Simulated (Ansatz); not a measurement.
Geometry optimisation, RKS BLYP-D4/def2-SVP in Ansatz 0.2.0.

Input:

```yaml
crystal:
  periodic: [false, false, false]
  atoms:
    - { symbol: Ga, position_ang: [0.0, 0.0, 0.0] }
    - { symbol: H, position_ang: [0.9098, 0.0, 1.5183] }
    - { symbol: Cl, position_ang: [2.4075, 0.0, 0.3969] }
    - { symbol: Cl, position_ang: [-1.9398, 0.0, -1.12] }
basis:
  gaussian: { orbitals: def2-SVP }
hamiltonian:
  xc: blyp
  dispersion: d4
relax:
  f_tol: 0.15
  max_steps: 25
  restrain:
    - { distance: [1, 2], at: 1.37, k: 30.0 }
    - { distance: [0, 1], at: 2.77, k: 30.0 }
    - { distance: [0, 2], at: 3.44, k: 30.0 }
```

Run as:

```bash
$ ansatz run input.yaml --threads 1 --pin off --max-ram 2048MiB --backend cpu --events-out ev --progress --plain --runs-dir out
```

**Question.** Where does it end, and by what steps?

**Answer.** The forces met the threshold. The restraints hold the end off the free minimum. After 12 steps the energy has fallen by 1.708 eV (the restraints' own energy left out); Ga1 moved furthest, 1.07 Å. Parted: Ga1–Cl3 (2.44 → 3.44 Å). Joined: H2–Cl3 (1.87 → 1.34 Å).

```tsv
step	energy less start (eV)	largest force component (eV/Å)	accepted
0	0.0000	1.683	yes
1	0.3759	2.722	yes
2	0.7107	6.624	yes
3	-0.1569	6.402	yes
4	-1.3028	2.632	yes
5	-1.5899	0.984	yes
6	-1.6227	0.855	yes
7	-1.6539	0.728	yes
8	-1.6837	0.670	yes
9	-1.6858	0.672	yes
10	-1.6937	0.773	yes
11	-1.7054	0.688	yes
12	-1.7076	0.686	yes
```

```xyz
4
Properties=species:S:1:pos:R:3
Ga -0.963 0.000 0.470
H 1.612 0.000 1.495
Cl 2.476 0.000 0.471
Cl -1.747 0.000 -1.641
```

Run time: 21 s on 1 thread of Arm Neoverse V2, on a shared host, peak memory 0.12 GiB.
